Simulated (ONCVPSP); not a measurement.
# gold: ONCV pseudisation with BLYP, fully relativistic reference atom.

| Quantity | Value |
| --- | --- |
| Element | gold |
| Generator | ONCVPSP 4.0.1 |
| Type | optimised norm-conserving Vanderbilt (ONCV) |
| Functional | BLYP |
| Relativity | fully relativistic |
| Frozen core | [Xe] 4f14 |
| Valence charge | 11 |
| Reference configuration | 5d10 6s1 |
| Partial waves | 6s: rc 2.40 bohr, ncon 3, nbas 8, qcut 2.8 1/bohr, 2 projectors, debl 2.8 Ha; p scattering state at 0.04 Ha: rc 2.20 bohr, ncon 4, nbas 7, qcut 3.6 1/bohr, 2 projectors, debl 1.8 Ha; 5d: rc 1.70 bohr, ncon 4, nbas 9, qcut 7.8 1/bohr, 2 projectors, debl 1.7 Ha |
| Local potential | polynomial inside 1.70 bohr (lpopt 5, dvloc0 0 Ha) |
| Core correction | Teter function, fcfact 4, rcfact 1.2 |

Open shells are filled in proportion to 2j + 1.

All-electron outer shells of the reference configuration (BLYP, scalar-relativistic, ld1.x):

```
shell  level (eV)  outermost node (bohr)  outermost maximum (bohr)
   5p      -59.70                   0.52                      0.96
   5d       -6.77                   0.56                      1.21
   6s       -5.78                   1.11                      2.32
```

Calculated quality:

* Cutoffs needed: 21 Ha and 28 Ha (the cutoffs (Ha) at which the residual kinetic energy of the hardest occupied pseudo-wave falls to 1 and 0.1 mHa per electron)
* Ghost test: ghosts flagged at negative energy: p3/2 at -70.9 eV; GHOST(+) flagged for s at 23.6 eV, p1/2 at 60.4 eV, p3/2 at 88.7 eV; a true bound ghost makes a file unfit for plane-wave use
* Largest excitation error: -59 meV (all-electron minus pseudo) for 5d8 6s0, out of 4 test configurations
* rms error of d²Exc/dni dnj: 6.67 mHa without and 4.90 mHa with the model core

Generation and tests took about 6.3 s on one core of a shared server CPU.
